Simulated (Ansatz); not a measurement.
`B[Si](F)(Cl)O[SiH3]` + `[NH2][SbH][OH]` → `[OH][SbH][NH][SiH3]` + `B[Si](O)(F)Cl`  (ligand exchange at the Si–O bond)

Computed with Ansatz on PBE0-D4/def2-TZVP structures; ΔE is electronic, products minus reactants. CCSD(T)/CBS adds triple-zeta CCSD(T) − MP2 to the extrapolated MP2 energy (def2 sets, frozen cores). DFT in def2-TZVPP. B3LYP here is the variant with VWN-RPA as its local correlation; programs differ in this. Elements past krypton have def2 core potentials. For Sb outer-core shells are correlated without core-valence functions, which leaves a few kJ/mol of doubt a bond. One conformer a species, not always the lowest.

```tsv
level	ΔE (kcal/mol)	difference from CCSD(T)/CBS
PBE-D4	8.2	-1.6
r2SCAN-D4	9.8	0.0
PBE0-D4	8.9	-0.9
B3LYP-D4	10.4	0.6
ωB97X-V	10.0	0.2
ωB97M-V	9.7	-0.1
B2PLYP	10.3	0.5
PBE	8.5	-1.3
r2SCAN	9.8	0.0
PBE0	9.2	-0.6
B3LYP	10.9	1.1
HF/def2-TZVPP	13.4	3.6
MP2/def2-TZVPP	9.0	-0.8
SCS-MP2/def2-TZVPP	9.9	0.1
CCSD/def2-TZVPP	10.1	0.3
CCSD(T)/def2-TZVPP	9.5	-0.3
HF/def2-QZVPP	13.8	4.0
MP2/def2-QZVPP	9.3	-0.5
SCS-MP2/def2-QZVPP	10.2	0.4
HF/CBS(def2)	13.9	4.1
MP2/CBS(def2)	9.3	-0.5
CCSD/CBS(def2)	10.4	0.6
CCSD(T)/CBS	9.8	0
```

Largest T1 diagnostic among the species: 0.014.

In def2-TZVPP, CCSD(T) changes the Hartree–Fock value by −3.9 kcal/mol (the triples alone add −0.6 kcal/mol) and MP2 by −4.4 kcal/mol.
